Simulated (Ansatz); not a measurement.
Saddle point of ZnNH5O2, singlet (ZnNH₃O ([NH2][Zn][OH]) + H₂O → ZnH₂O₂ ([OH][Zn][OH]) + NH₃ (still joined by a long Zn–N bond); bonds formed: Zn1–O5, N2–H4; bonds broken: H4–O5; bonds weakened to dative contacts: Zn1–N2), PBE0-D4/def2-TZVP structure:

```
atom    x (Å)    y (Å)    z (Å)
 Zn1  -0.0938  -0.7644  -0.1359
  N2   0.3890   0.9215  -1.0094
  O3  -0.5382  -2.5015  -0.1220
  H4   0.2709   1.1872   0.2805
  O5   0.1294   0.6502   1.3395
  H6   1.3064   1.0188  -1.4230
  H7  -0.2809   1.3363  -1.6429
  H8  -0.6614  -2.8476   0.7637
  H9  -0.5214   0.9997   1.9495
```

Energies are electronic, without zero-point energy. Barriers and step energies count from the start structure reached by relaxing down the imaginary mode; all methods use the PBE0-D4 structures, on which another method's saddle can fall below an end. Computed with Ansatz 0.2.0 (basis: def2-TZVPP, with def2-QZVPP for the basis limit); correlated methods freeze the cores. The 3s and 3p shells of Cu and Zn are frozen; filled d shells are correlated. B3LYP uses VWN-RPA correlation. Extrapolation: Hartree–Fock as exp(−7.88 √X), correlation as X^−2.97.

```json
{"method": "SPW92", "barrier (eV)": "?", "step energy (eV)": "-0.446"}
{"method": "PBE-D4", "barrier (eV)": "0.202", "step energy (eV)": "-0.495"}
{"method": "BLYP-D4", "barrier (eV)": "?", "step energy (eV)": "-0.539"}
{"method": "r2SCAN-D4", "barrier (eV)": "0.205", "step energy (eV)": "-0.581"}
{"method": "B97M-V", "barrier (eV)": "0.336", "step energy (eV)": "-0.594"}
{"method": "PBE0-D4", "barrier (eV)": "0.229", "step energy (eV)": "-0.539"}
{"method": "B3LYP-D4", "barrier (eV)": "0.279", "step energy (eV)": "-0.572"}
{"method": "r2SCAN0-D4", "barrier (eV)": "0.226", "step energy (eV)": "-0.594"}
{"method": "BHLYP-D4", "barrier (eV)": "0.314", "step energy (eV)": "-0.629"}
{"method": "CAM-B3LYP-D4", "barrier (eV)": "0.258", "step energy (eV)": "-0.590"}
{"method": "wB97X-V", "barrier (eV)": "0.271", "step energy (eV)": "-0.595"}
{"method": "wB97M-V", "barrier (eV)": "0.293", "step energy (eV)": "-0.556"}
{"method": "B2PLYP", "barrier (eV)": "0.281", "step energy (eV)": "-0.587"}
{"method": "PBE-QIDH", "barrier (eV)": "0.246", "step energy (eV)": "-0.578"}
{"method": "RPA on PBE", "barrier (eV)": "0.290", "step energy (eV)": "-0.572"}
{"method": "HF", "barrier (eV)": "0.455", "step energy (eV)": "-0.727"}
{"method": "MP2", "barrier (eV)": "?", "step energy (eV)": "-0.568"}
{"method": "CCSD", "barrier (eV)": "0.316", "step energy (eV)": "-0.604"}
{"method": "CCSD(T)", "barrier (eV)": "0.285", "step energy (eV)": "-0.579"}
```

(1) Fill in the withheld barriers. (Judge from chemistry; the value comes from the calculation.)

T1 diagnostic: at most 0.016.

Answers

(1) By the calculation: BLYP-D4 0.269; SPW92 0.042; MP2 0.272 eV. Each is the energy of the saddle less that of the start structure, by the same method.

For comparison, the barrier by CCSD(T) at an estimated basis limit (MP2 extrapolated from triple and quadruple zeta, plus CCSD(T) − MP2 in triple zeta) is 0.270 eV.

The step is the kind of ligand exchange by which a precursor binds to a hydroxyl group, or is hydrolysed, in atomic layer deposition of oxides.

Labels in which every atom is bracketed show which atoms are joined, not bond orders.

For scale, one of the runs: CCSD(T)/def2-TZVPP, 227 basis functions, launched by `ansatz run in.yaml --threads 8 --pin off --events-out ev --progress --plain --max-ram 19148MiB`. Time: 34 s of wall clock on 8 CPU threads of an Intel Xeon Platinum 8375C; the host was shared. Peak host memory: 4 GiB.
